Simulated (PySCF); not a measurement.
C3H13BSSi.
Cartesian coordinates in Å at the PBE0-D3(BJ)/def2-SVP level; atoms count from 1:
```xyz
19
C3H13BSSi angstrom
C     -1.7462    1.1032    0.8633
S     -1.2721   -0.6052    1.1651
C     -2.3789   -1.4614    0.0370
B      0.4772   -0.7815    0.2546
C      1.5705    0.0434    1.1011
Si     3.2584   -0.1654    0.3094
H     -1.6194    1.3390   -0.2029
H     -1.0693    1.7295    1.4590
H     -2.7816    1.2710    1.1893
H     -3.4223   -1.3109    0.3451
H     -2.2084   -1.1044   -0.9885
H     -2.1228   -2.5272    0.0974
H      0.2411   -0.3570   -0.8725
H      0.6098   -1.9998    0.2875
H      1.6567   -0.3079    2.1449
H      1.3721    1.1304    1.1334
H      3.2556    0.3227   -1.1068
H      4.3201    0.6052    1.0399
H      3.6797   -1.6022    0.2992
```

Method used: core-valence-separated Tamm–Dancoff BHandHLYP/aug-pcX-1 (pcseg-1 on H, def2-SVPD on Si, def2-SVPD on S) in PySCF, non-relativistic, gas phase, PBE0-D3(BJ)/def2-SVP geometry. No shift to experiment was applied.

The lowest roots of each edge with f over 0.003 (five at most, numbered afresh; weaker and dark ones are left out), with transition dipoles (au) in the frame of the coordinates:

| root | edge | E (eV) | f | μx | μy | μz |
| --- | --- | --- | --- | --- | --- | --- |
| 1 | C | 284.37 | 0.0071 | 0.0019 | 0.0241 | 0.0209 |
| 2 | C | 284.99 | 0.0200 | 0.0130 | -0.0409 | 0.0320 |
| 3 | C | 285.25 | 0.0050 | 0.0003 | -0.0134 | -0.0233 |
| 4 | C | 285.46 | 0.0537 | -0.0499 | -0.0463 | -0.0552 |
| 5 | C | 285.48 | 0.0051 | -0.0131 | 0.0236 | -0.0022 |
| 6 | B | 188.54 | 0.0603 | 0.0936 | -0.0178 | -0.0632 |
| 7 | B | 189.68 | 0.0057 | -0.0261 | -0.0175 | -0.0152 |
| 8 | B | 189.91 | 0.0064 | 0.0135 | -0.0341 | -0.0060 |
| 9 | B | 190.15 | 0.0121 | -0.0072 | 0.0256 | -0.0435 |
| 10 | B | 190.54 | 0.0036 | 0.0093 | -0.0260 | -0.0021 |

Question: Molecules are fixed in this frame and the field points along y. What effective strengths 3 f cos²θ do the roots have (θ between field and μ)?

Answer: root 1 (C5): 0.012, root 2 (C5): 0.035, root 3 (C5): 0.004, root 4 (C3): 0.045, root 5 (C5): 0.012, root 6 (B4): 0.004, root 7 (B4): 0.004, root 8 (B4): 0.016, root 9 (B4): 0.009, root 10 (B4): 0.009. Root 4 is the strongest. Averaged over all orientations cos²θ is 1/3, which gives f back.

One conformer stands for the species.
